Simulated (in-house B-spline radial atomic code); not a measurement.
## RPA and G0W0 on LC-wPBE: Si IV (Si3+)

Configuration [Ne] 3s1, highest spin, mean-field start LC-wPBE. Computed with an all-electron radial atomic-structure program (B-spline basis): all electrons, non-relativistic, point nucleus, each spin shell either full or empty, empty states to l = 9 with an (l + 1/2)⁻⁴ tail; G0W0 by contour deformation at full frequency.

Command:
```bash
python run_gw.py task.json out
```
Settings (radii: box in bohr, nucleus in fm):
```
Z                        14
electrons                11
configuration            [Ne] 3s1
hamiltonian              nr
method                   lc_wpbe
lmax                     9
spin_polarised           True
box_radius               14.14
intervals                48
ion_configuration        [He] 2s2 2p6
```

Time taken, with all properties: 1.4 s on 1 thread of Arm Neoverse V2 (shared host).

Energies (hartree):

```
                                     term       value
                         mean-field total  -287.14464
Hartree-Fock functional on these orbitals  -286.81366
                      direct second order    -0.69808
                    second-order exchange     0.25562
                         SOSEX correction     0.23702
```

What is the RPA correlation energy, and what remains with SOSEX?

RPA gives -0.62949 hartree (-1.56 eV per electron); RPA + SOSEX gives -0.39247, and the second-order doubles -0.44246 hartree (no singles). RPA lacks exchange-type terms and so overcorrelates at short range.

Quasi-particle levels (eV):

```
  level  occupied  mean field  Σx - vxc     Σc  QP weight     G0W0
  3s up       yes      -44.55     -0.19      ?          ?        ?
2p down       yes     -137.74    -14.33   2.95      0.935  -149.12
3s down        no      -33.96      2.35  -1.62      0.965   -33.23
```

G0W0 = mean field + (Σx - vxc) + Σc, with Σc (partial-wave tail included) taken at the quasi-particle energy. Only the outer levels were computed. Levels of low weight are left out.

Where does G0W0 put 3s up?

At -45.83 eV, with Σc = -1.09 eV and a quasi-particle weight of 0.977. The tabulated removal energy is 45.142 eV (NIST, measured); the calculation leaves out relativity, Breit and QED terms, and what these don't explain is the method's own error.

What does it cost to remove one electron (to [He] 2s2 2p6) by differences of total energies, each species on its own start (correlation terms add to the Hartree-Fock functional)?

LC-wPBE 45.44 eV, Hartree-Fock functional 44.61 eV, + RPA 45.51 eV, + RPA + SOSEX 44.98 eV, + second order 45.08 eV. Tabulated: 45.142 eV (NIST, measured); the calculation leaves out relativity, Breit and QED terms, and what these don't explain is the method's own error.
